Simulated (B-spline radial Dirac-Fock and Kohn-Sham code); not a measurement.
ΔSCF core binding energies without Breit or QED terms, calculated with a B-spline atomic structure program.

A sound run for atomic tantalum, [Xe] 4f14 5d3 6s2: The ground state converged in 11 iterations, with total energy -15616.57817 Ha, virial ratio 1.89139 and highest orbital energy -6.91 eV. ΔSCF binding energies: K (1s) 67750.5 eV, L3 (2p3/2) 9913.4 eV, M5 (3d5/2) 1743.5 eV.

A second run, with one unsound setting: The ground state had not converged after 50 iterations, with total energy -22503.80231 Ha, virial ratio 1.17400 and highest orbital energy -8.18 eV. ΔSCF binding energies: K (1s) 27624.3 eV, L3 (2p3/2) 9553.4 eV, M5 (3d5/2) 1468.4 eV (not all states converged, so these are not final).

```
iter   energy (Ha)        error
   1    -7537.08677776  1.22e+02
   2   -18285.29665631  1.05e+02
   3   -22289.12912981  4.86e+01
   4   -22472.66416884  2.18e+01
   5   -22400.53108513  4.39e+00
   6   -22451.10264127  1.87e+00
   7   -22459.96868644  1.38e+00
   8   -22491.19235236  7.41e-01
   9   -22431.26529963  1.07e+00
  17   -22490.79324065  3.48e-01
  25   -22490.43657838  3.22e-01
  33   -22502.39107151  1.82e-01
  41   -22490.51116911  3.26e-01
  49   -22503.82428898  3.76e-02
  50   -22503.80231356  4.02e-02
```

Problem. Which fault fits the second run best?
A. nuclear radius in wrong units
B. damping too heavy
C. mesh too coarse
D. speed of light below Z

Solution. D. The input had c_factor = 0.1727: c_factor makes c so small that Zα exceeds 1, so any numbers that come out have no meaning.
